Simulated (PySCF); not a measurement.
Working out the electron affinity of Se

Se⁻ [Ar] 3d10 4s2 4p5 (2P) → Se [Ar] 3d10 4s2 4p4 (3P). All numbers are calculated (PySCF 2.14, a scalar-relativistic core potential, in aug-cc-pwCVDZ-PP with ECP10MDF). Frozen: nothing. Energies in hartree (1 hartree = 27.21139 eV):

```tsv
part	Se⁻ (lower)	Se (upper)
UHF	-371.881323	-371.846570
MP2 opposite-spin	-0.349909	-0.328854
MP2 same-spin	-0.174358	-0.166433
```

What does Hartree-Fock give?

(-371.846570) − (-371.881323) = 0.034753 hartree = 0.946 eV.

What do MP2 and SCS-MP2 (6/5 opposite-spin, 1/3 same-spin) give?

The opposite-spin parts differ by 0.573 eV and the same-spin parts by 0.216 eV. MP2: 0.946 + (0.573) + (0.216) = 1.735 eV. SCS-MP2: 0.946 + 1.2 × (0.573) + (0.216)/3 = 1.706 eV.

Reference: 2.021 eV (measured; photodetachment measurements, as compiled on the Wikipedia data page of electron affinities), between the lowest levels; spin-orbit coupling is absent from the calculation.

A double-zeta basis recovers only part of the correlation energy.

What remains against the reference includes basis incompleteness and correlation beyond second order.
